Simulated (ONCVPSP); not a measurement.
## Fe (Z = 26), ONCV: configuration errors across variants

ONCVPSP 4.0.1 input, shortened (lines: element, Z, core and valence counts, functional; n l f; lmax; l rc ep ncon nbas qcut; lloc lpopt rc5 dvloc0; l nproj debl; icmod fcfact rcfact), LDA (Perdew-Zunger), scalar-relativistic:

```
  Fe 26.00    5    2        3      upf
    1    0    2.00
    2    0    2.00
    2    1    6.00
    3    0    2.00
    3    1    6.00
    3    2    6.00
    4    0    2.00
    2
    0    2.55    0.00    4    7    2.00
    1    2.20    0.10    4    8    4.40
    2    1.75    0.00    4    9    8.50
    4    1    1.35    4.00
    0    2    2.80
    1    2    3.10
    2    3    0.40
    3    4.50    1.70
```

In the p channel the program set the typed energies aside and used 0.050, 3.150 Ha.

All-electron excitation energies from the reference (eV): (1) 3d6 4s1 8.981; (2) 3d6 4s0 25.473; (3) 3d5 4s0 60.002; (4) 3d5 4s2 14.476.

1 further variants failed, have other tests or another functional or relativity, and are left out.

Errors AE − PS in meV (a dash: test not solved or not reliable):

```csv
change,(1),(2),(3),(4),bound ghosts,GHOST(+) flags above zero
base,-16,-123,-525,-4.9,none,s
"p: ncon 3, nbas 7",-16,-123,-525,-4.9,none,s
s: debl 0.8,-16,-123,-525,-3.0,none,s
"local potential polynomial inside 1.35 bohr (lpopt 1, dvloc0 9 Ha)",-16,-123,-525,-5.0,none,none
"core correction Teter function, fcfact 7.9, rcfact 1.7",-23,-180,-683,-22,none,s
```

(1) Give the same row for: s: rc 2.56.

Results:

(1) -16, -124, -531, -2.6; bound ghosts: none; GHOST(+) flags above zero: s.
